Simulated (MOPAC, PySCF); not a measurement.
H4GaNS2, SMILES `[NH2][Ga]([SH])[SH]`, neutral singlet in the gas phase. 

Z-matrix (Å, degrees):
```
Ga
N 1 1.8238
H 2 1.0073 1 121.55
H 2 1.0073 3 111.65 1 -154.73
S 1 2.2135 2 121.43 3 15.47
H 5 1.3444 1 93.91 2 -1.91
S 1 2.2135 2 121.42 3 -167.88
H 7 1.3444 1 93.91 2 1.86
```
Charge 0, spin multiplicity 1.

All levels are single points at this geometry (B3LYP-D3(BJ)/def2-TZVP); Pople sets use spherical d functions. Orbital energies aren't observables, and empty levels follow the basis.

B3LYP/6-311+G** (LANL2DZ on Ga) in PySCF gives HOMO (eV) = -7.22.

Q: Estimate the HOMO (eV) from each of these levels: TPSSh-D3(BJ)/def2-TZVP in PySCF; B3LYP/6-31G* in PySCF; B3LYP/LANL2DZ in PySCF; HF/STO-3G in PySCF; AM1 in MOPAC.

A: 
| level | HOMO (eV) |
|---|---|
| TPSSh-D3(BJ)/def2-TZVP in PySCF | -6.68 |
| B3LYP/6-31G* in PySCF | -6.98 |
| B3LYP/LANL2DZ in PySCF | -7.22 |
| HF/STO-3G in PySCF | -6.86 |
| AM1 in MOPAC | -9.57 |
